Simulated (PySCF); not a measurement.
# A search over the determinants of BeN

Unrestricted PBE0; basis Be def2-TZVP, N def2-TZVP; no relativity; PySCF 2.14. Outer shells of the fragments: Be 2s2; N 2s2 2p3.

Followed along the bond (rough minima from three points):

| 2Ms+1 | unpaired | ⟨S²⟩ at the start | R at minimum (Å) | Te (eV) |
| --- | --- | --- | --- | --- |
| 4 | σ ↑, π ↑↑ | 3.75 | 1.61 | 0.00 |
| 2 | σ ↓, π ↑↑ | 1.75 | 1.61 | 0.13 |
| 2 | π ↑ | 1.33 | 1.51 | 0.48 |
| 2 | σ ↑, π ↑↓ | 1.75 | 1.61 | 0.57 |
| 4 | σ ↑↑, π ↑ | 3.75 | 1.51 | 1.14 |

Solutions found at the starting distance of 1.615 Å, counted from the lowest of them; the search is not exhaustive and high or unbound solutions are not listed, so other states can lie among these:

| 2Ms+1 | unpaired | term | E (eV) | ⟨S²⟩ | ⟨Lz²⟩ | μ (D) |
| --- | --- | --- | --- | --- | --- | --- |
| 4 | σ ↑, π ↑↑ | ⁴Σ⁻ | 0.00 | 3.75 | 0.00 | -1.34 |
| 2 | σ ↓, π ↑↑ | mixed | 0.13 | 1.75 | 0.00 | -1.35 |
| 2 | σ ↑, π ↑↓ | mixed | 0.57 | 1.75 | 2.01 | -1.28 |
| 2 | π ↑ | mixed | 0.61 | 1.33 | 1.01 | -3.15 |
| 4 | σ ↑↑, π ↑ | ⁴Π | 1.25 | 3.75 | 1.01 | -0.71 |
| 2 | σ ↑ | mixed | 2.14 | 0.75 | 2.00 | -1.09 |
| 4 | π ↑↑↑ | ⁴Π | 3.41 | 3.77 | 1.00 | -2.95 |
| 2 | π ↑ | ²Π | 6.32 | 0.75 | 1.00 | 4.87 |

A term symbol is given only where ⟨S²⟩ and ⟨Lz²⟩ are close to those of a pure state; real π, δ and φ orbitals otherwise mix terms. A positive dipole means Be(−)N(+).
